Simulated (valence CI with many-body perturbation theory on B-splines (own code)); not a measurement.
**Energy levels of Gd⁵¹⁺**

Method: valence CI with perturbative core correlation (CI+MBPT): three valence electrons over a frozen Dirac-Fock core [Ne], radial functions for each j: 11 s, 11 p, 10 d, 8 f, 5 g, 2 h, with the one-electron correlation potential Σ1, the two-electron term Σ2, the three-electron term Σ3, Breit, model QED; selected CI, second order for the rest, scaled by the run's own slope (own B-spline code, finite nucleus).

No measured spectrum was set against this ion. As an estimate, large intervals hold to a few tenths of a per cent, small ones and those within an open d or f shell to about a per cent.

Levels 91 to 135 of 157, with energies above the lowest level, (3s^2 3p1/2) J=1/2. "Leading %" is the weight of the configuration and term that name the level; weights of strongly mixed levels are sums over their largest components and can fall short, so below about 35 % the name and the second component can differ from the true leading terms, or belong to a minority configuration. In the jj column 3d3/2^4 stands for four electrons in 3d with j = 3/2. Lifetimes count E1, E2, E3, M1 and M2 decay at the calculated energies, and are blank where another channel may lead or the interval is too uncertain; long ones can be off by a factor of two.

```
No.  Configuration  Term     J  E (× 10³ cm⁻¹)  Leading %  Lifetime      g  Second component                Leading jj
 91         3p 3d2   2F°   7/2          8496.8         39   1.28 ps  1.148   26 % 3p 3d2 4D°  3p1/2 3d3/2 3d5/2 (92 %)
 92         3p2 3d    2D   5/2          8532.6         77    873 fs  1.199    15 % 3p2 3d 4D      3p3/2^2 3d5/2 (99 %)
 93         3p 3d2   2P°   3/2          8534.3         29    964 fs  1.354   28 % 3p 3d2 4D°  3p1/2 3d3/2 3d5/2 (96 %)
 94         3p2 3d    2P   3/2          8633.3         44    661 fs  1.180    27 % 3p2 3d 2D      3p3/2^2 3d5/2 (91 %)
 95         3p2 3d    2D   5/2          8645.5         52    684 fs  1.139    19 % 3p2 3d 2F      3p3/2^2 3d5/2 (91 %)
 96         3p 3d2   2F°   7/2          8694.1         34   2.98 ps  1.178   28 % 3p 3d2 4D°      3p1/2 3d5/2^2 (93 %)
 97         3p 3d2   4G°   9/2          8711.3         31   4.67 ps  1.104   28 % 3p 3d2 2H°      3p1/2 3d5/2^2 (94 %)
 98         3p 3d2   2P°   3/2          8759.9         28   2.78 ps  1.346   26 % 3p 3d2 4P°      3p1/2 3d5/2^2 (98 %)
 99         3p 3d2   2F°   5/2          8769.3         39   3.49 ps  1.098   24 % 3p 3d2 4D°      3p1/2 3d5/2^2 (97 %)
100         3p 3d2   2P°   1/2          8961.7         74   2.45 ps  0.654   18 % 3p 3d2 4D°      3p1/2 3d5/2^2 (94 %)
101         3p 3d2   4F°   3/2          9463.2         32    574 fs  0.864   23 % 3p 3d2 4D°      3p3/2 3d3/2^2 (97 %)
102         3p 3d2   4F°   5/2          9509.0         40    607 fs  0.988   20 % 3p 3d2 2F°      3p3/2 3d3/2^2 (90 %)
103         3p 3d2   4D°   1/2          9521.0         76    563 fs  0.223   20 % 3p 3d2 2P°      3p3/2 3d3/2^2 (97 %)
104         3p 3d2   2G°   7/2          9526.5         31    631 fs  1.067   23 % 3p 3d2 2F°      3p3/2 3d3/2^2 (90 %)
105         3p 3d2   4D°   3/2          9672.7         27    578 fs  1.397   18 % 3p 3d2 4P°      3p3/2 3d3/2^2 (79 %)
106         3p 3d2   4G°   9/2          9689.3         52    960 fs  1.179   24 % 3p 3d2 4F°  3p3/2 3d3/2 3d5/2 (98 %)
107         3p 3d2   2F°   7/2          9721.8         34    888 fs  1.186   30 % 3p 3d2 4F°  3p3/2 3d3/2 3d5/2 (98 %)
108         3p 3d2   4G°  11/2          9766.0         62   1.25 ps  1.195   38 % 3p 3d2 2H°  3p3/2 3d3/2 3d5/2 (81 %)
109         3p 3d2   4P°   5/2          9798.2         42    870 fs  1.414   39 % 3p 3d2 4D°  3p3/2 3d3/2 3d5/2 (98 %)
110         3p 3d2   2S°   1/2          9807.8         46    775 fs  1.789   30 % 3p 3d2 4P°  3p3/2 3d3/2 3d5/2 (98 %)
111         3p 3d2   4D°   3/2          9826.1         41    729 fs  1.258   17 % 3p 3d2 2D°  3p3/2 3d3/2 3d5/2 (91 %)
112         3p 3d2   2F°   5/2          9826.3         49    785 fs  1.053   39 % 3p 3d2 4D°  3p3/2 3d3/2 3d5/2 (97 %)
113         3p 3d2   4D°   7/2          9852.1         38    900 fs  1.169   30 % 3p 3d2 2G°  3p3/2 3d3/2 3d5/2 (94 %)
114         3p 3d2   2G°   7/2          9933.6         39    799 fs  1.126   24 % 3p 3d2 4D°  3p3/2 3d3/2 3d5/2 (82 %)
115         3p 3d2   2D°   5/2          9960.9         58    776 fs  1.211   16 % 3p 3d2 4P°  3p3/2 3d3/2 3d5/2 (78 %)
116         3p 3d2   2P°   3/2          9978.3         41    721 fs  1.075   34 % 3p 3d2 2D°  3p3/2 3d3/2 3d5/2 (91 %)
117         3p 3d2   2G°   9/2          9984.5         75    880 fs  1.065   20 % 3p 3d2 2H°  3p3/2 3d3/2 3d5/2 (89 %)
118         3p 3d2   2H°  11/2           10047         62   1.78 ps  1.150   38 % 3p 3d2 4G°      3p3/2 3d5/2^2 (81 %)
119         3p 3d2   2D°   5/2           10060         51    872 fs  1.117   23 % 3p 3d2 2F°  3p3/2 3d3/2 3d5/2 (65 %)
120         3p 3d2   2D°   3/2           10061         55    689 fs  1.123   17 % 3p 3d2 4S°  3p3/2 3d3/2 3d5/2 (88 %)
121         3p 3d2   2P°   1/2           10105         78    735 fs  0.750    8 % 3p 3d2 4D°  3p3/2 3d3/2 3d5/2 (73 %)
122         3p 3d2   2F°   7/2           10124         52   1.43 ps  1.204   33 % 3p 3d2 4D°      3p3/2 3d5/2^2 (90 %)
123         3p 3d2   2F°   5/2           10139         59    995 fs  1.050   22 % 3p 3d2 2D°      3p3/2 3d5/2^2 (52 %)
124         3p 3d2   4F°   9/2           10143         50   1.22 ps  1.209   48 % 3p 3d2 2G°      3p3/2 3d5/2^2 (90 %)
125         3p 3d2   2P°   1/2           10272         80    974 fs  0.771   12 % 3p 3d2 2S°      3p3/2 3d5/2^2 (74 %)
126         3p 3d2   2F°   7/2           10358         56   1.03 ps  1.119   14 % 3p 3d2 4D°      3p3/2 3d5/2^2 (92 %)
127         3p 3d2   2P°   3/2           10368         74   1.28 ps  1.290    8 % 3p 3d2 2D°      3p3/2 3d5/2^2 (97 %)
128         3p 3d2   2D°   5/2           10375         64   1.06 ps  1.157   15 % 3p 3d2 2F°      3p3/2 3d5/2^2 (96 %)
129         3p 3d2   2P°   3/2           10493         56    890 fs  1.234   21 % 3p 3d2 2D°      3p3/2 3d5/2^2 (90 %)
130            3d3    4F   3/2           10984         53    568 fs  0.662       34 % 3d3 2D            3d3/2^3 (95 %)
131            3d3    4F   5/2           11248         86    763 fs  1.045       13 % 3d3 2D      3d3/2^2 3d5/2 (98 %)
132            3d3    4P   3/2           11307         40    716 fs  1.213       30 % 3d3 2P      3d3/2^2 3d5/2 (96 %)
133            3d3    2G   7/2           11317         46    828 fs  1.054       40 % 3d3 4F      3d3/2^2 3d5/2 (93 %)
134            3d3    2H   9/2           11317         43    889 fs  1.047       42 % 3d3 2G      3d3/2^2 3d5/2 (98 %)
135            3d3    4P   1/2           11347         61    707 fs  1.879       39 % 3d3 2P      3d3/2^2 3d5/2 (99 %)
```
